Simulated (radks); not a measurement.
The numbers below are computed, except where a source is named.
Q: Neutral potassium, [Ar] 4s1. Code: a radial shooting solver on a logarithmic mesh with Libxc functionals. Model: non-relativistic Kohn-Sham, LDA (Slater exchange, Perdew-Wang correlation), spin-polarised, spherical densities, point nucleus. Every spin shell is full or empty, so the densities are truly spherical. Functionals are evaluated on that one density, not self-consistently. Rank these orbital-free kinetic functionals by their error against the exact value of the orbitals, and give that value: Thomas-Fermi, von Weizsacker, TF + vW, TF + vW/9, TF + vW/5, LC94, APBEK, revAPBEK, Perdew 92, Thakkar, Pearson, LKT, PG1, DePristo-Kress, Ernzerhof.

A: Exact: 597.177 hartree. From best to worst, with 100 (|E| - |E exact|)/|E exact| (equal figures are ties): DePristo-Kress +0.04, Ernzerhof -0.09, LC94 +0.10, Thakkar -0.17, APBEK +0.22, revAPBEK +0.54, Perdew 92 -0.61, TF + vW/9 -0.62, Pearson -1.42, TF + vW/5 +4.48, Thomas-Fermi -7.00, PG1 +22.82, LKT +28.39, von Weizsacker -42.62, TF + vW +50.38.
